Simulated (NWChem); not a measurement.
System: C$_{2}$HCl$_{2}$, doublet; SMILES [C](=CCl)Cl

Here is an NWChem input.

```
start job
memory heap 200 mb stack 900 mb global 1100 mb
geometry units angstroms noautosym nocenter noautoz
  Cl     0.386712    -1.804478     0.000000
  C     -0.851077    -0.686263     0.000000
  C     -0.962511     0.637642     0.000000
  Cl     0.409914     1.731977     0.000000
  H     -1.942288     1.138482     0.000000
end
basis spherical
  * library def2-tzvp
end
dft
  odft
  mult 2
  xc xcamb88 1.00 lyp 0.81 vwn_5 0.19 hfexch 1.00
  cam 0.33 cam_alpha 0.19 cam_beta 0.46
  iterations 150
end
property
  hyperfine
end
task dft property
```

Output (shortened):

```
             Northwest Computational Chemistry Package (NWChem) 7.3.0
             --------------------------------------------------------

                             Geometry "geometry" -> ""
                             -------------------------

 Output coordinates in angstroms (scale by  1.889725989 to convert to a.u.)

  No.       Tag          Charge          X              Y              Z
 ---- ---------------- ---------- -------------- -------------- --------------
    1 Cl                  17.0000     0.38671200    -1.80447800     0.00000000
    2 C                    6.0000    -0.85107700    -0.68626300     0.00000000
    3 C                    6.0000    -0.96251100     0.63764200     0.00000000
    4 Cl                  17.0000     0.40991400     1.73197700     0.00000000
    5 H                    1.0000    -1.94228800     1.13848200     0.00000000

 Effective nuclear repulsion energy (a.u.)     170.3118687428

                              NWChem Property Module
                              ----------------------

  itol2e modified to match energy
  convergence criterion.

                                 NWChem DFT Module
                                 -----------------

 Summary of "ao basis" -> "ao basis" (spherical)
 ------------------------------------------------------------------------------
       Tag                 Description            Shells   Functions and Types
 ---------------- ------------------------------  ------  ---------------------
 Cl                        def2-tzvp                13       37   5s5p2d1f
 C                         def2-tzvp                11       31   5s3p2d1f
 H                         def2-tzvp                 4        6   3s1p

  itol2e modified to match energy
  convergence criterion.

            General Information
            -------------------
          SCF calculation type: DFT
          Wavefunction type:  spin polarized.
          No. of atoms     :     5
          No. of electrons :    47
           Alpha electrons :    24
            Beta electrons :    23
          Charge           :     0
          Spin multiplicity:     2
          Use of symmetry is: off; symmetry adaption is: off
          Maximum number of iterations: 150
          AO basis - number of functions:   142
                     number of shells:    52
          Convergence on energy requested:  1.00D-07
          Convergence on density requested:  1.00D-05
          Convergence on gradient requested:  5.00D-04

              XC Information
              --------------
                     Hartree-Fock (Exact) Exchange  1.000
                   CAM-Becke88 Exchange Functional  1.000
                      VWN V Correlation Functional  0.190 local
              Lee-Yang-Parr Correlation Functional  0.810

           Range-Separation Parameters
           ---------------------------
           Alpha           :  0.19
           Beta            :  0.46
           Gamma           :  0.33
           Short-Range HF  :     F

             Grid Information
             ----------------
          Grid used for XC integration:  fine
          Radial quadrature: Mura-Knowles
          Angular quadrature: Lebedev.
          Tag              B.-S. Rad. Rad. Pts. Rad. Cut. Ang. Pts.
          ---              ---------- --------- --------- ---------
          Cl                  1.00      123          11.0       770
          C                   0.70       70           9.0       590
          H                   0.35       60          11.0       590
          Grid pruning is: on
          Number of quadrature shells:   446
          Spatial weights used:  Erf1

      Superposition of Atomic Density Guess
      -------------------------------------

 Sum of atomic energies:        -994.79784281

      Non-variational initial energy
      ------------------------------

 Total energy =    -996.119977
 1-e energy   =   -1710.489389
 2-e energy   =     544.057543
 HOMO         =      -0.186224
 LUMO         =       0.053601

   convergence    iter        energy       DeltaE   RMS-Dens  Diis-err
 ---------------- ----- ----------------- --------- --------- ---------
 d= 0,ls=0.0,diis     1   -997.0637783086 -1.17D+03  2.93D-03  3.62D-01
                                                     2.05D-03  3.42D-01
 d= 0,ls=0.0,diis     2   -997.0987158736 -3.49D-02  1.84D-03  8.42D-02
                                                     1.64D-03  8.47D-02
 d= 0,ls=0.0,diis     3   -997.1235695561 -2.49D-02  8.59D-04  4.08D-02
                                                     6.53D-04  3.43D-02
 d= 0,ls=0.0,diis     4   -997.1432373035 -1.97D-02  1.33D-04  6.31D-04
                                                     1.36D-04  9.85D-04
 d= 0,ls=0.0,diis     5   -997.1436607120 -4.23D-04  1.04D-04  1.73D-04
                                                     5.72D-05  6.22D-05
  Resetting Diis
 d= 0,ls=0.0,diis     6   -997.1437934646 -1.33D-04  3.70D-05  2.69D-05
                                                     5.20D-05  7.08D-05
 d= 0,ls=0.0,diis     7   -997.1438536550 -6.02D-05  3.46D-05  1.38D-05
                                                     2.37D-05  5.82D-06
 d= 0,ls=0.0,diis     8   -997.1438795032 -2.58D-05  9.18D-06  3.19D-06
                                                     1.86D-05  1.22D-05
 d= 0,ls=0.0,diis     9   -997.1438904405 -1.09D-05  5.68D-05  5.70D-06
                                                     5.39D-05  2.16D-06
 d= 0,ls=0.0,diis    10   -997.1439161124 -2.57D-05  1.61D-05  5.72D-07
                                                     1.65D-05  7.30D-07
 d= 0,ls=0.0,diis    11   -997.1439186672 -2.55D-06  7.76D-06  8.52D-08
                                                     7.63D-06  1.22D-07
 d= 0,ls=0.0,diis    12   -997.1439191563 -4.89D-07  2.78D-06  3.63D-08
                                                     2.22D-06  2.04D-08
 d= 0,ls=0.0,diis    13   -997.1439192061 -4.98D-08  4.28D-07  3.32D-09
                                                     5.46D-07  5.29D-09

         Total DFT energy =     -997.143919206118
      One electron energy =    -1712.047548987597
           Coulomb energy =      612.223250172248
    Exchange-Corr. energy =      -67.631489133546
 Nuclear repulsion energy =      170.311868742778

 Numeric. integr. density =       47.000000218188

                    DFT Final Alpha Molecular Orbital Analysis
                    ------------------------------------------

 Vector   22  Occ=1.000000D+00  E=-3.914434D-01
              MO Center=  2.6D-01,  1.6D+00, -2.7D-10, r^2= 1.7D+00
   Bfn.  Coefficient  Atom+Function         Bfn.  Coefficient  Atom+Function
  ----- ------------  ---------------      ----- ------------  ---------------
   115     -0.385902  4 Cl py               114      0.350931  4 Cl px
   118     -0.265805  4 Cl py               117      0.235742  4 Cl px
   112     -0.192103  4 Cl py               111      0.176091  4 Cl px
   106      0.152470  4 Cl py               105     -0.139523  4 Cl px
   138      0.098766  5 H  s                 73      0.085153  3 C  s

 Vector   23  Occ=1.000000D+00  E=-3.308118D-01
              MO Center= -5.1D-01, -8.4D-01, -1.5D-08, r^2= 2.8D+00
   Bfn.  Coefficient  Atom+Function         Bfn.  Coefficient  Atom+Function
  ----- ------------  ---------------      ----- ------------  ---------------
    15      0.297644  1 Cl px                43     -0.297729  2 C  px
    46     -0.258275  2 C  px                18      0.249323  1 Cl px
    41      0.210875  2 C  s                 44     -0.193172  2 C  py
    42      0.185571  2 C  s                 47     -0.160909  2 C  py
    49     -0.159524  2 C  px               115     -0.158008  4 Cl py

 Vector   24  Occ=1.000000D+00  E=-3.265523D-01
              MO Center= -2.9D-01,  2.8D-02,  1.9D-08, r^2= 3.3D+00
   Bfn.  Coefficient  Atom+Function         Bfn.  Coefficient  Atom+Function
  ----- ------------  ---------------      ----- ------------  ---------------
   116      0.283806  4 Cl pz                17      0.259642  1 Cl pz
    45     -0.257107  2 C  pz               119      0.237877  4 Cl pz
    48     -0.227881  2 C  pz                76     -0.228030  3 C  pz
    20      0.222458  1 Cl pz                79     -0.199186  3 C  pz
   113      0.147471  4 Cl pz                14      0.134219  1 Cl pz

 Vector   25  Occ=0.000000D+00  E= 2.134724D-02
              MO Center= -7.2D-01,  1.5D-02,  6.1D-10, r^2= 2.9D+00
   Bfn.  Coefficient  Atom+Function         Bfn.  Coefficient  Atom+Function
  ----- ------------  ---------------      ----- ------------  ---------------
    82     -0.653407  3 C  pz                51      0.604614  2 C  pz
    76     -0.314728  3 C  pz                45      0.313086  2 C  pz
    48      0.284396  2 C  pz                20     -0.274489  1 Cl pz
    79     -0.273322  3 C  pz               119      0.251451  4 Cl pz
    17     -0.108133  1 Cl pz               116      0.104846  4 Cl pz

[...]

          ----------------------
          Hyperfine Interactions
          ----------------------

 Total Spin Density (Fermi Contact Term)
 ------------------ --------------------
     Atom            x         y         z       Density (a.u.)      Aiso(MHz)     Aiso(Gauss)
     1  35-Cl     0.73078  -3.40997   0.00000       0.070198         30.779334      10.982813
     2  13-C     -1.60830  -1.29685   0.00000       0.410400        461.367811     164.627229
     3  13-C     -1.81888   1.20497   0.00000       0.087200         98.028963      34.979112
     4  35-Cl     0.77463   3.27296   0.00000       0.029345         12.866829       4.591197
     5   1-H     -3.67039   2.15142   0.00000       0.008290         37.055657      13.222358

           -------------------------------------------
           Anisotropic Interaction (Spin-Dipolar Term)
           -------------------------------------------

 ------------------------------------------------------------
     Atom            x         y         z
 ------------------------------------------------------------
     1  35-Cl     0.73078  -3.40997   0.00000

   Spin-Dipolar term (a.u.)
        xx             yy             zz             xy             xz             yz
 ------------------------------------------------------------------------------------------
       1.061968      -0.595412      -0.466556       0.545523      -0.000000      -0.000000

   Principal Comp. of -hf- tensor (au)            Anisotropic -hfcc- (MHz)               Anisotropic -hfcc- (Gauss)
 --------------------------------------------------------------------------------------------------------------------------
      1.225408    -0.758852    -0.466556      64.134955   -39.716536   -24.418419      22.884908   -14.171824    -8.713085

   Orientation of the principal axis of Hyperfine Tensor w.r.t absolute (molecular) frame
 --------------------------------------------------------------------------------------------------------------------------
      0.957931    -0.286999     0.000000
      0.286999     0.957931     0.000000
     -0.000000    -0.000000     1.000000

 ------------------------------------------------------------
     Atom            x         y         z
 ------------------------------------------------------------
     2  13-C     -1.60830  -1.29685   0.00000

   Spin-Dipolar term (a.u.)
        xx             yy             zz             xy             xz             yz
 ------------------------------------------------------------------------------------------
       0.490945      -0.152165      -0.338781       0.648492      -0.000000      -0.000000

   Principal Comp. of -hf- tensor (au)            Anisotropic -hfcc- (MHz)               Anisotropic -hfcc- (Gauss)
 --------------------------------------------------------------------------------------------------------------------------
      0.893227    -0.554446    -0.338781     119.862488   -74.401346   -45.461142      42.769844   -26.548206   -16.221638

   Orientation of the principal axis of Hyperfine Tensor w.r.t absolute (molecular) frame
 --------------------------------------------------------------------------------------------------------------------------
      0.849776    -0.527145     0.000000
      0.527145     0.849776     0.000000
     -0.000000    -0.000000     1.000000

 ------------------------------------------------------------
     Atom            x         y         z
 ------------------------------------------------------------
     3  13-C     -1.81888   1.20497   0.00000

   Spin-Dipolar term (a.u.)
        xx             yy             zz             xy             xz             yz
 ------------------------------------------------------------------------------------------
       0.027857       0.128880      -0.156737      -0.045248      -0.000000       0.000000

   Principal Comp. of -hf- tensor (au)            Anisotropic -hfcc- (MHz)               Anisotropic -hfcc- (Gauss)
 --------------------------------------------------------------------------------------------------------------------------
      0.010554     0.146183    -0.156737       1.416257    19.616333   -21.032590       0.505355     6.999583    -7.504938

   Orientation of the principal axis of Hyperfine Tensor w.r.t absolute (molecular) frame
 --------------------------------------------------------------------------------------------------------------------------
      0.934036    -0.357178     0.000000
      0.357178     0.934036     0.000000
     -0.000000     0.000000     1.000000

 ------------------------------------------------------------
     Atom            x         y         z
 ------------------------------------------------------------
     4  35-Cl     0.77463   3.27296   0.00000

   Spin-Dipolar term (a.u.)
        xx             yy             zz             xy             xz             yz
 ------------------------------------------------------------------------------------------
       0.080965       0.334482      -0.415447       0.493049       0.000000       0.000000

   Principal Comp. of -hf- tensor (au)            Anisotropic -hfcc- (MHz)               Anisotropic -hfcc- (Gauss)
 --------------------------------------------------------------------------------------------------------------------------
     -0.301359     0.716806    -0.415447     -15.772393    37.515930   -21.743537      -5.627973    13.386594    -7.758621

   Orientation of the principal axis of Hyperfine Tensor w.r.t absolute (molecular) frame
 --------------------------------------------------------------------------------------------------------------------------
      0.790251     0.612783    -0.000000
     -0.612783     0.790251    -0.000000
      0.000000     0.000000     1.000000

 ------------------------------------------------------------
     Atom            x         y         z
 ------------------------------------------------------------
     5   1-H     -3.67039   2.15142   0.00000

   Spin-Dipolar term (a.u.)
        xx             yy             zz             xy             xz             yz
 ------------------------------------------------------------------------------------------
      -0.009553       0.020268      -0.010715      -0.005531      -0.000000      -0.000000

   Principal Comp. of -hf- tensor (au)            Anisotropic -hfcc- (MHz)               Anisotropic -hfcc- (Gauss)
 --------------------------------------------------------------------------------------------------------------------------
     -0.010546     0.021261    -0.010715      -5.626913    11.343791    -5.716878      -2.007819     4.047740    -2.039921

   Orientation of the principal axis of Hyperfine Tensor w.r.t absolute (molecular) frame
 --------------------------------------------------------------------------------------------------------------------------
      0.984268    -0.176682     0.000001
      0.176682     0.984268     0.000000
     -0.000001     0.000000     1.000000
```

Level: CAM-B3LYP/def2-TZVP, spin-unrestricted, contact and dipolar terms. In the optimisation the excess spin sits in a' (Cs, its own frame). Structure relaxed at the PBE-D3(BJ)/def2-SVP, spin-unrestricted level. No stability test was run on the SCF state.
